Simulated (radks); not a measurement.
Sr2+, configuration [Kr]. All-electron calculation, Dirac Kohn-Sham, exchange-only PBE, spin-unpolarised, spherical densities, finite nucleus; Fermi nuclear charge, rms radius 4.224 fm. Program: a radial shooting solver on a logarithmic mesh with Libxc functionals. Some entries of the table are withheld. Estimate them.

orbital  occ.  eigenvalue (eV)  <1/r> (bohr^-1)  r(max) (bohr)
1s1/2       2        -15944.66            39.00        0.02553
2s1/2       2        -2169.646            8.779         0.1452
2p1/2       2              (1)            8.752         0.1136
2p3/2       4              (2)            8.411         0.1171
3s1/2       2              (3)            2.934         0.4360
3p1/2       2        -275.7142            2.824         0.4248
3p3/2       4        -265.2233            2.743         0.4338
3d3/2       4        -141.6762            2.520         0.3749
3d5/2       6        -139.8453            2.499         0.3776
4s1/2       2         -53.4494           0.9956          1.190
4p1/2       2         -36.0929           0.8681          1.306
4p3/2       4         -34.9136           0.8469          1.333

Answer. 
(1) 2p1/2 eigenvalue (eV): -1975.776
(2) 2p3/2 eigenvalue (eV): -1907.349
(3) 3s1/2 eigenvalue (eV): -346.0965
